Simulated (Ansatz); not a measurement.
H$_{4}$O$_{4}$Sn, SMILES `[OH][Sn]([OH])([OH])[OH]`, relaxed with RKS PBE-D4/def2-SVP in the Gaussian-basis code of Ansatz from a rough embedded geometry. The force threshold is 0.03 eV/Å; the program also tests the step.

The species carries charge 0 and has multiplicity 1. Sn: def2 effective core potential.

Start:

```xyz
9

O     1.919    0.176   -0.849
Sn    0.159   -0.158   -0.110
O    -0.209   -2.068   -0.285
O    -1.183    0.788   -1.106
O     0.105    0.361    1.782
H     2.094    1.205   -0.691
H    -1.126   -2.232    0.091
H    -2.038    0.588   -0.673
H     0.280    1.339    1.840
```

Problem. By how much does the energy fall, and how many steps does the optimiser take? (An estimate is asked.)

Solution. Ansatz gave: 11.85 kcal/mol, in 17 steps, 4 of them rejected.

Problem. Which bonds change most? (An estimate is asked.)

Solution. The calculation gave: O1–H6 from 1.055 to 0.979 Å; Sn2–O4 from 1.921 to 1.997 Å; O1–Sn2 from 1.938 to 1.997 Å; Sn2–O3 from 1.953 to 1.997 Å.

Problem. Give the relaxed structure. (An estimate is asked.)

Solution. Computed: 
```xyz
9

O     1.895    0.461   -0.444
Sn    0.003   -0.004   -0.002
O    -0.585   -1.876   -0.374
O    -1.121    1.168   -1.165
O    -0.173    0.231    1.973
H     1.924    0.768   -1.373
H    -0.401   -2.415    0.421
H    -1.988    0.734   -1.293
H     0.446    0.934    2.256
```
